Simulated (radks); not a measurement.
Task: Valence configurations of Ir (all share [Xe]). Method: Dirac Kohn-Sham, PBE, spin-unpolarised, spherical densities, finite nucleus; open shells fill j = l - 1/2 first; Fermi nuclear charge, rms radius 5.4032 fm; computed with a radial shooting solver on a logarithmic mesh with Libxc functionals. Order these by energy: 4f14 5d6.5 6s2 6p0.5; 4f14 5d6 6s2 6p1; 4f12 5d9 6s2; 4f14 5d7.5 6s1.5; 4f12 5d7 6s2 6p2; 4f14 5d6 6s1 6p2; 4f14 5d7 6s1 6p1; 4f13 5d7 6s2 6p1; 4f14 5d8.5 6s0.5; 4f14 5d7 6s2.

Result: From the lowest, in eV above it: 4f14 5d7.5 6s1.5 0.000; 4f14 5d7 6s2 0.010; 4f14 5d8.5 6s0.5 0.620; 4f14 5d6.5 6s2 6p0.5 2.710; 4f14 5d7 6s1 6p1 4.785; 4f14 5d6 6s2 6p1 5.920; 4f14 5d6 6s1 6p2 11.302; 4f13 5d7 6s2 6p1 65.588; 4f12 5d9 6s2 126.69; 4f12 5d7 6s2 6p2 145.59. NIST lists [Xe] 4f14 5d7 6s2 as the ground configuration; this level of theory puts 4f14 5d7.5 6s1.5 lower, by 0.010 eV. The energies are those of spherical spin-averaged densities, not of single terms.
